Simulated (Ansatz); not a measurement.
`FB(F)[CH2][SbH2]` and `FB(F)I` differ in one atom or group.

Ansatz, PBE0-D4/def2-TZVP geometries, multiplicity 1. Each molecule was computed in one conformer, which needn't be the lowest.

Elements past krypton have def2 core potentials.

```
                                      property  `FB(F)[CH2][SbH2]`
         HOMO–LUMO gap (B3LYP/def2-TZVPP) / eV                6.22
            LUMO energy (PBE0/def2-TZVPP) / eV               -0.88
           LUMO energy (B3LYP/def2-TZVPP) / eV               -1.11
       HOMO–LUMO gap (ωB97M-V/def2-TZVPP) / eV               10.34
zero-point energy (PBE0-D4/def2-TZVP) / kJ/mol               133.2
           HOMO energy (B3LYP/def2-TZVPP) / eV               -7.33
```

**Question.** Give the same properties after the change, and the shifts. (Estimate.)

**Answer.** Ansatz gave: 
| property | `FB(F)I` | shift |
| --- | --- | --- |
| HOMO–LUMO gap (B3LYP/def2-TZVPP) / eV | 6.99 | 0.77 |
| LUMO energy (PBE0/def2-TZVPP) / eV | -0.67 | 0.21 |
| LUMO energy (B3LYP/def2-TZVPP) / eV | -0.89 | 0.22 |
| HOMO–LUMO gap (ωB97M-V/def2-TZVPP) / eV | 11.72 | 1.38 |
| zero-point energy (PBE0-D4/def2-TZVP) / kJ/mol | 26.0 | -107.2 |
| HOMO energy (B3LYP/def2-TZVPP) / eV | -7.88 | -0.55 |

With PBE0 the HOMO falls by 0.64 eV and the LUMO rises by 0.21 eV, so the gap widens by about 0.85 eV. PBE moves the HOMO by -0.47 eV and ωB97M-V by -0.74 eV. The zero-point energy changes by -107.2 kJ/mol with -15 modes.

B3LYP here is the variant with VWN-RPA as its local correlation; programs differ in this.

Spin–orbit coupling is left out; it splits and shifts lone-pair levels of the heavy atoms by tenths of an eV.
